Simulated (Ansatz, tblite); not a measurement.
Cost and result up the ladder for Si20H27⁺, a nanocrystal with a defect cut from the lattice of silicon (one cap removed) (47 atoms). Total charge 1; singlet. Geometry: PBE-D4/def2-SVP.

Cartesian coordinates in Å:
```
Si 3.266 -1.087 -2.433
Si -2.060 -3.971 -0.318
Si -2.048 -1.189 3.022
Si 3.301 1.669 0.368
Si 0.645 1.495 3.127
Si 0.643 -1.158 0.353
Si -0.500 -0.229 -3.135
Si -3.105 -0.261 -0.805
Si -0.315 2.599 -0.448
Si -3.008 2.436 2.116
Si 0.206 -3.337 -0.431
Si 2.874 -0.584 -0.166
Si 1.741 0.037 -3.833
Si 0.252 -0.776 2.630
Si -3.508 -2.491 -1.443
Si -3.038 0.202 1.422
Si 2.906 1.994 2.670
Si 1.940 3.162 -0.841
Si -0.710 2.936 1.843
Si -0.740 0.319 -0.831
H 4.664 -0.673 -2.809
H 3.112 -2.571 -2.636
H -2.231 -5.327 -0.950
H -2.504 -4.041 1.117
H -2.488 -0.643 4.355
H -2.464 -2.622 2.855
H 4.746 1.967 0.057
H 0.312 1.720 4.582
H -0.929 -1.665 -3.279
H -1.455 0.640 -3.912
H -3.819 0.837 -1.547
H -1.285 3.408 -1.274
H -3.459 2.461 3.552
H -3.892 3.275 1.236
H 1.047 -4.310 0.354
H 0.640 -3.370 -1.873
H 3.749 -1.455 0.704
H 1.809 -0.512 -5.236
H 2.034 1.511 -3.864
H 1.085 -1.660 3.525
H -4.946 -2.762 -1.090
H -3.338 -2.556 -2.935
H 3.782 1.077 3.484
H 3.172 3.427 3.049
H 2.124 4.554 -0.293
H 2.256 3.161 -2.310
H -0.461 4.362 2.269
```

Ansatz on 2 threads of AMD EPYC 7R13 on a shared host and a share (18 GiB) of an NVIDIA H100 80GB HBM3; xTB runs through tblite on one thread. Times are rough, summed over both states, and most runs start from the orbitals of an earlier one. PBE0-D4/def2-SVP serves as the yardstick here, not as an exact answer. The other state is a doublet.

The xTB rows come from tblite. Correlated methods freeze 100 core orbitals. Single mean-field runs in def2-SVP are fitted with def2-universal-jkfit. HOMO above LUMO, or a gap near zero within one spin, warns that the state may not be the lowest or that an electron is smeared out.

Correlated methods converge slowly with the basis, most of all in double-zeta sets.

Raw xTB energies of ions are shifted by several eV.

| level | functions | wall time | vertical IE (eV) | difference from PBE0-D4/def2-SVP (eV) | remarks |
| --- | --- | --- | --- | --- | --- |
| GFN1-xTB | 234 | 0.74 s | 14.90 | 3.76 | – |
| GFN2-xTB | 207 | 1.1 s | 12.85 | 1.71 | – |
| PBE-D4/def2-SVP (with forces) | 495 | 20 s | 10.69 | -0.45 | gap within one spin near zero (+2 doublet) |
| PBE0-D4/def2-SVP | 495 | 26 s | 11.14 | 0.00 | – |
| PBE-QIDH/def2-SVP | 495 | 35 s | 11.41 | 0.27 | – |
